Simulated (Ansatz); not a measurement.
`[CH3][AlH][SiH](O)F`, charge 0, multiplicity 1.

(1) Give a relaxed structure at PBE0-D4/def2-TZVP (Ansatz). (Estimate.)

## Answers

(1) The calculation gave: 
Z-matrix (Å, degrees):
```
C
Al 1 1.956
H 1 1.097 2 109.7
H 1 1.092 2 112.8 3 -119.5
H 1 1.094 2 112.1 3 118.0
Si 2 2.482 1 118.6 3 -74.6
H 2 1.592 1 120.8 3 104.1
F 6 1.615 2 106.5 1 -86.6
O 6 1.648 2 113.1 1 33.3
H 6 1.486 2 118.2 1 154.4
H 9 0.958 6 117.8 2 -44.2
```
This is one stationary point; other conformers may exist.
